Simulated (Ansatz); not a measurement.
`[CH3][Hf]([F])([F])[Cl]` + HCl → `[F][Hf]([F])([Cl])[Cl]` + CH₄ at 600 K and 1 bar (ligand exchange at the Hf–C bond).

Computed with Ansatz on PBE0-D4/def2-TZVP structures; ΔE is electronic, products minus reactants. CCSD(T)/CBS adds triple-zeta CCSD(T) − MP2 to the extrapolated MP2 energy (def2 sets, frozen cores). This one scheme is used for every species. def2 core potentials past Kr. For Hf outer-core shells are correlated without core-valence functions, which leaves a few kJ/mol of doubt a bond.

```
                  species  CCSD(T)/CBS energy (Eh)  H − E (kJ/mol)  S (J/(mol·K))
`[CH3][Hf]([F])([F])[Cl]`               -747.37169           165.8          475.2
                      HCl               -460.38127            35.4          207.2
 `[F][Hf]([F])([Cl])[Cl]`              -1167.36631            67.8          436.2
                      CH₄                -40.46206           140.4          215.7
```

H − E and S are ideal-gas, rigid-rotor, harmonic terms from PBE0-D4/def2-TZVP. 1 Eh = 2625.50 kJ/mol, R = 8.31446 J/(mol·K).

By hand: ΔE, ΔH, ΔS and ΔG.

ΔE = (-1167.36631) + (-40.46206) − (-747.37169) − (-460.38127) = -0.07541 Eh = -198.0 kJ/mol. Δ(H − E) = 67.8 + 140.4 − 165.8 − 35.4 = 7.0, so ΔH = -191.0 kJ/mol. ΔS = 436.2 + 215.7 − 475.2 − 207.2 = -30.5 J/(mol·K). ΔG = -191.0 − 600 × (-30.5)/1000 = -172.7 kJ/mol.

By hand: the equilibrium constant, and the temperature at which ΔG would vanish if ΔH and ΔS stayed fixed.

log₁₀ K = −ΔG/(RT ln 10) = 15.0. ΔG = 0 at ΔH/ΔS = 6262 K, far beyond where these terms or the molecules hold.

ΔH outweighs TΔS. A doubt of 5 kJ/mol in ΔE shifts log₁₀ K by 0.4 here. These are equilibria of isolated gas molecules and say nothing of rates. Largest T1 diagnostic: 0.015 (customary marks: 0.02 for closed shells, 0.045 for open ones).
